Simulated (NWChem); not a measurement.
Everything below was run with NWChem. System: H₂BIO₂, charge 0, spin multiplicity 1, at a geometry optimised with PBE/def2-SVP with def2 effective core potentials on I. The structure started from a generated list of species. Level: B3LYP/def2-SVP with def2 effective core potentials on I, VWN1-RPA local correlation.

Job file:

```
start mol
memory heap 200 mb stack 900 mb global 1100 mb
geometry units angstroms nocenter noautoz
  B     -1.110173     0.780079     0.000000
  I      0.664675    -0.481360     0.000000
  O     -2.312594     0.155393     0.000000
  H     -3.044423     0.803010     0.000000
  O     -1.006030     2.139418     0.000000
  H     -0.083490     2.450166     0.000000
  symmetry group Cs
end
basis spherical
  * library def2-svp
end
ecp
  I library def2-ecp
end
dft
  xc b3lyp
  semidirect memsize 60000000 filesize 0
  iterations 100
end
task dft energy
```

NWChem printed:

```
             Northwest Computational Chemistry Package (NWChem) 7.3.0
             --------------------------------------------------------

                                NWChem Input Module
                                -------------------

 Scaling coordinates for geometry "geometry" by  1.889725989
 (inverse scale =  0.529177249)

 Turning off AUTOSYM since
 SYMMETRY directive was detected!

                             Geometry "geometry" -> ""
                             -------------------------

 Output coordinates in angstroms (scale by  1.889725989 to convert to a.u.)

  No.       Tag          Charge          X              Y              Z
 ---- ---------------- ---------- -------------- -------------- --------------
    1 B                    5.0000    -1.11017300     0.78007900     0.00000000
    2 I                   53.0000     0.66467500    -0.48136000     0.00000000
    3 O                    8.0000    -2.31259400     0.15539300     0.00000000
    4 H                    1.0000    -3.04442300     0.80301000     0.00000000
    5 O                    8.0000    -1.00603000     2.13941800     0.00000000
    6 H                    1.0000    -0.08349000     2.45016600     0.00000000

 Effective nuclear repulsion energy (a.u.)     286.7215022929

            Nuclear Dipole moment (a.u.)
            ----------------------------
        X                 Y               Z
 ---------------- ---------------- ----------------
     0.0000094486    -0.0000396842     0.0000000000

      Symmetry information
      --------------------

 Group name             Cs
 Group number              2
 Group order               2
 No. of unique centers     6

      Symmetry unique atoms

     1    2    3    4    5    6


 Summary of "ao basis" -> "" (spherical)
 ------------------------------------------------------------------------------
       Tag                 Description            Shells   Functions and Types
 ---------------- ------------------------------  ------  ---------------------
 *                          def2-svp                  on all atoms

                                 NWChem DFT Module
[...]
              MO Center=  6.0D-01, -4.0D-01, -4.5D-16, r^2= 2.2D+00
   Bfn.  Coefficient  Atom+Function         Bfn.  Coefficient  Atom+Function
  ----- ------------  ---------------      ----- ------------  ---------------
    26      0.495258  2 I  py                29      0.453186  2 I  py
    25      0.345045  2 I  px                28      0.299854  2 I  px
    23     -0.201890  2 I  py                20     -0.163432  2 I  py
    22     -0.139799  2 I  px                19     -0.113206  2 I  px
    63     -0.079894  5 O  px                64      0.062350  5 O  py

 Vector   25  Occ=0.000000D+00  E= 1.547896D-02  Symmetry=a'
              MO Center= -8.6D-01,  2.2D-01,  9.7D-14, r^2= 5.7D+00
   Bfn.  Coefficient  Atom+Function         Bfn.  Coefficient  Atom+Function
  ----- ------------  ---------------      ----- ------------  ---------------
     3      1.039256  1 B  s                 28      0.694071  2 I  px
    56      0.696653  4 H  s                 18     -0.561300  2 I  s
    43     -0.535479  3 O  s                 29     -0.518160  2 I  py
     7      0.433034  1 B  px                 2      0.288794  1 B  s
    17     -0.273417  2 I  s                  4     -0.261157  1 B  px

 Vector   26  Occ=0.000000D+00  E= 2.231936D-02  Symmetry=a"
              MO Center= -9.7D-01,  6.8D-01, -8.5D-14, r^2= 2.7D+00
   Bfn.  Coefficient  Atom+Function         Bfn.  Coefficient  Atom+Function
  ----- ------------  ---------------      ----- ------------  ---------------
     9     -0.630639  1 B  pz                 6      0.595016  1 B  pz
    49      0.300662  3 O  pz                68      0.294995  5 O  pz
    46      0.273982  3 O  pz                65      0.269939  5 O  pz
    30      0.266443  2 I  pz                27      0.158460  2 I  pz
    39     -0.112434  2 I  d  1              37     -0.081756  2 I  d -1

 Vector   27  Occ=0.000000D+00  E= 3.896286D-02  Symmetry=a'
              MO Center= -1.2D-01,  2.1D+00,  3.3D-15, r^2= 3.5D+00
   Bfn.  Coefficient  Atom+Function         Bfn.  Coefficient  Atom+Function
  ----- ------------  ---------------      ----- ------------  ---------------
    75      1.256838  6 H  s                 62     -0.733680  5 O  s
     7     -0.386041  1 B  px                18      0.368870  2 I  s
    28     -0.286048  2 I  px                66     -0.283467  5 O  px
     2     -0.237029  1 B  s                 43     -0.221435  3 O  s
    74      0.217084  6 H  s                  4      0.215821  1 B  px

 center of mass
 --------------
 x =   0.17468588 y =  -0.13754229 z =   0.00000000

 moments of inertia (a.u.)
 ------------------
         412.419724502491         327.906727105077           0.000000000000
         327.906727105077         640.085215362932           0.000000000000
           0.000000000000           0.000000000000        1052.504939865423

     Multipole analysis of the density
     ---------------------------------

     L   x y z        total         alpha         beta         nuclear
     -   - - -        -----         -----         ----         -------
     0   0 0 0     -0.000000    -24.000000    -24.000000     48.000000

     1   1 0 0     -0.267130     17.451181     17.451181    -35.169492
     1   0 1 0      0.845649    -12.312094    -12.312094     25.469838
     1   0 0 1     -0.000000     -0.000000     -0.000000      0.000000

     2   2 0 0    -28.602982   -152.437798   -152.437798    276.272615
     2   1 1 0     -1.204662     62.018988     62.018988   -125.242637
     2   1 0 1      0.000000      0.000000      0.000000      0.000000
     2   0 2 0    -30.973332   -108.858377   -108.858377    186.743423
     2   0 1 1      0.000000      0.000000      0.000000      0.000000
     2   0 0 2    -32.913352    -16.456676    -16.456676      0.000000

 Task  times  cpu:        2.2s     wall:        2.2s

 Total times  cpu:        2.2s     wall:        2.2s
```
